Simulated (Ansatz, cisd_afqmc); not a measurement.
System: Ni, charge 0, triplet.

Total energies in def2-TZVPP, 10 correlated electrons, 9 frozen orbitals. UHF or UKS for unpaired electrons; spin-orbit terms are left out. Correlated methods leave the cores frozen (noble-gas shells, and filled d and f shells in the p block). No relativity. AFQMC is phaseless with a CISD trial state; ± is one standard error, without the phaseless bias. Outlying blocks are dropped, and bars are widened where a walk drifts. Over all cases where full CI ran beside it in this data, AFQMC minus full CI had a median of +0.1 mEh and passed +0.4 mEh in a tenth of the cases. Open-shell metal atoms are single determinants of the lowest configuration found, not pure terms.

```tsv
method	program	energy (Eh)	minus CCSDT(Q) (mEh)
HF	Ansatz	-1506.84834	319.06
MP2	Ansatz	-1507.16315	4.25
CCSD	Ansatz	-1507.15743	9.97
CCSD(T)	Ansatz	-1507.16732	0.07
CCSDT(Q)	Ansatz	-1507.16740	0.00
AFQMC/CISD	cisd_afqmc	-1507.1671 ± 0.0004	0.3 ± 0.4
```

Ansatz is a quantum-chemistry and plane-wave program.
